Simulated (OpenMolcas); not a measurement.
# Co2+: ligand-field states by method

Co2+ with 4 ligands (chloride) in tetrahedral coordination (Td) at 2.26 Å. A charge of +0.5 e stands 2.6 Å behind each ligand. Ligand basis ANO-RCC-VDZP.
```
Co    0.0000    0.0000    0.0000
Cl    1.3048    1.3048    1.3048
Cl    1.3048   -1.3048   -1.3048
Cl   -1.3048    1.3048   -1.3048
Cl   -1.3048   -1.3048    1.3048
```

```yaml
Program: OpenMolcas
Basis: ANO-RCC-VTZP [6s5p3d2f1g]
Scalar_Hamiltonian: DKH2, point nucleus
Active_space: 7 electrons in 5 orbitals (3d)
State_averaging: 2S+1 = 4 even, 10 roots; 2S+1 = 2 even, 40 roots
Spin-orbit_coupling: state interaction with AMFI integrals over the reference wave functions
```

I. CASSCF
II. SS-CASPT2, IPEA 0.25 Eh, imaginary shift 0.1 Eh (closed shells correlated: 3s 3p and the ligand valence shells)
III. SS-CASPT2, IPEA 0.25 Eh, real shift 0.3 Eh (closed shells correlated: 3s 3p and the ligand valence shells)

Spin-free states (labels of Td) in cm-1, each column counted from its own energy of the first state listed:

| State | Degeneracy | I | II | III |
| --- | --- | --- | --- | --- |
| 4A2 | 1 | 0 | 0 | 0 |
| 4T2 | 3 | 2510 | 3080 | 3080 |
| 4T1 | 3 | 4430 | 4810 | 4840 |
| 2E | 2 | 19570 | 14640 | 14810 |
| 2T1 | 3 | 19732 | 14820 | 15000 |
| 2A1 | 1 | 20037 | 15230 | 15420 |
| 4T1 | 3 | 20705 | 16540 | 16760 |
| 2T2 | 3 | 21169 | 16580 | 16760 |
| 2T1 | 3 | 25194 | 19260 | 19420 |
| 2T2 | 3 | 25618 | 19980 | 20210 |
| 2E | 2 | 26647 | 21420 | 21540 |
| 2T1 | 3 | 27342 | 22660 | 22790 |
| 2T1 | 3 | 27778 | 23210 | 23320 |
| 2T2 | 3 | 29324 | 24120 | 24140 |
| 2E | 2 | 30387 | 27750 | 27730 |
| 2A2 | 1 | 43115 | 33530 | 33850 |
| 2T2 | 3 | 43751 | 34420 | 34700 |
| 2T1 | 3 | 44334 | 35360 | 35640 |
| 2E | 2 | 66677 | 52280 | 53330 |
| 2T2 | 3 | 67568 | 54660 | 55250 |

From I to II, I's first state of the same spin (4T2) moves from 2510 to 3080 cm-1, by about +570 cm-1.

From I to II, I's first state of another spin (2E) moves from 19570 to 14640 cm-1, by about -4900 cm-1.

I: A least-squares ligand-field fit to the states below 45000 cm-1, each weighted by its degeneracy and with a free common offset, gives 10Dq = -2581 cm-1 (negative for this site), B = 1158 cm-1 and C = 4356 cm-1 (C/B = 3.76), with an rms deviation of 115 cm-1. The same method and metal basis give the free ion B = 1229 cm-1 (fit to its terms below 60000 cm-1, rms deviation 20 cm-1), so the nephelauxetic ratio is β = 1158 / 1229 = 0.94; it hangs on how both fits weigh the states, and computed free-ion B values tend to be too large, so β mixes covalency with correlation.

χT at 300 K: I 3.04, II 2.85, III 2.85 cm3 K/mol.

Roots that are degenerate in the reference are averaged as groups; the widest CASPT2 spread within a group is 390 cm-1 (the 3-fold group of multiplicity 2 near 22700 cm-1 above the lowest state of its run, II). Shifts and gaps below about the spread of the groups concerned are not significant. Over all roots computed the reference weight is 0.71 to 0.74 in II; a low but even weight reflects the number of correlated electrons. Ligand-to-metal charge-transfer states are missing. Without dynamic correlation the repulsion within the d shell is too large (B by tens of per cent), so at a given field states of lower spin stand too high (holds for I). With no ligand orbital active B as a rule stays too high, so bands that hang on it stand too high and its fall with covalency is understated (holds for I). With metal d orbitals alone and no dynamic correlation the field as a rule comes out too small, by tens of per cent, by up to half for chloride and softer ligands, and the orbital part of g and χT, which goes as 1/10Dq, too large (holds for I). A single d shell leaves out the double-shell effect, which counts most for late 3d ions, where the CASPT2 field can be off either way by tens of per cent (holds for II; III). These CASPT2 states fit no ligand-field parameters well, so their order and spin gaps are uncertain (holds for II; III). For late 3d ions with one d shell CASPT2 can put B and the spin-flip bands somewhat low as well as high (holds for II; III). With one d shell and no ligand orbital active, 10Dq can be off by tens of per cent for divalent 3d ions, low with halides held by bare charges and at times high in hosts, and the orbital part of g and χT goes as 1/10Dq (holds for II; III). Free-ion shares, where given, are those of the reference states; single-state CASPT2 does not remix them (holds for II; III). The distance lies 3 % under the 2.34 Å that this model takes as the normal distance (a Shannon-type radius plus a fixed donor radius); by an R⁻⁵ law this alone changes a d-shell field by about +19 %. No measured value stands beside these numbers; the geometry is a model, was not optimised and need not be the one that this ion takes.
